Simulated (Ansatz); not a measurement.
Compare A (`O[SiH](O)C[SiH2]F`) with its isomer B (`CO[SiH2][SiH](O)F`).

Calculated with Ansatz (gas phase, PBE0-D4/def2-TZVP geometries, no zero-point term in ΔE). CCSD(T)/CBS is the MP2 limit (def2-TZVPP, def2-QZVPP) plus CCSD(T) − MP2 in def2-TZVPP, frozen cores. Functionals use def2-TZVPP. B3LYP here is the variant with VWN-RPA as its local correlation; programs differ in this. Each species was taken in one conformer, which may not be the lowest.

(1) Which is lower in electronic energy at CCSD(T)/CBS, and by how much? (An estimate is asked.)

(2) Give E(B) − E(A) in kJ/mol with PBE0-D4, B3LYP, CCSD/def2-TZVPP, MP2/def2-TZVPP, B2PLYP, ωB97M-V, PBE-D4. (An estimate is asked.)

Largest T1 diagnostic: 0.012.

## Answers

(1) The calculation gave: A, by 148.9 kJ/mol.

(2) Ansatz gave: PBE0-D4 138.9, B3LYP 128.9, CCSD/def2-TZVPP 145.0, MP2/def2-TZVPP 159.3, B2PLYP 140.1, ωB97M-V 153.2, PBE-D4 131.9. None reverses the order clearly.

The D4 term adds +6.5 kJ/mol with B3LYP and +3.4 kJ/mol with PBE0; it sums over pairs of atoms, weighted by their polarisabilities, and B3LYP, whose exchange is more repulsive, gets the larger term. From PBE to PBE0 (25 % exact exchange), in def2-TZVPP and without D4, E(B) − E(A) moves by +7.7 kJ/mol.
